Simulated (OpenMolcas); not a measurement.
Cu2+: effect of the metal basis and ligand basis

Cu2+ with 6 ligands (chloride) in octahedral coordination (Oh) at 2.49 Å. A charge of +0.667 e stands 2.6 Å behind each ligand.

```
Program             : OpenMolcas
Method              : SS-CASPT2, IPEA 0.25 Eh, imaginary shift 0.1 Eh (closed shells correlated: 3s 3p and the ligand valence shells)
Spin-orbit coupling : RASSI with atomic mean-field integrals over the reference wave functions
```

Fixed: active space 9 electrons in 5 orbitals (3d), DKH2 Hamiltonian.

States (labels of O, the rotations of Oh). Energies in cm-1 above the lowest state or level, χT in cm3 K/mol; 10Dq is the gap between the two states.

```
Run   Metal basis  Ligand basis  Ground state  First state of that spin  10Dq  First gap with spin-orbit (degeneracies)  χT at 300 K                      Cost
  A  ANO-RCC-VDZP  ANO-RCC-VDZP            2E                  2T2 4660  4659                               4020 (4, 2)        0.680   roughly 13 core-seconds
  B  ANO-RCC-VTZP  ANO-RCC-VTZP            2E                  2T2 4410  4414                               3800 (4, 2)        0.694  roughly 100 core-seconds
```

Against A, |10Dq| changes by -5.3 % in B.

Costs are those of the CASPT2 steps.

Over all roots computed the reference weight is 0.67 in A, 0.63 in B; a low but even weight reflects the number of correlated electrons. An orbital doublet at a regular site is open to a Jahn-Teller distortion, which this geometry leaves out. A single d shell leaves out the double-shell effect, which counts most for late 3d ions, where the CASPT2 field can be off either way by tens of per cent. Ligand-to-metal charge-transfer states are missing. With one d shell and no ligand orbital active, 10Dq can be off by tens of per cent for divalent 3d ions, low with halides held by bare charges and at times high in hosts, and the orbital part of g and χT goes as 1/10Dq. Free-ion shares, where given, are those of the reference states; single-state CASPT2 does not remix them. No measured value stands beside these numbers; the geometry was imposed, not optimised, and the real ion may take another.
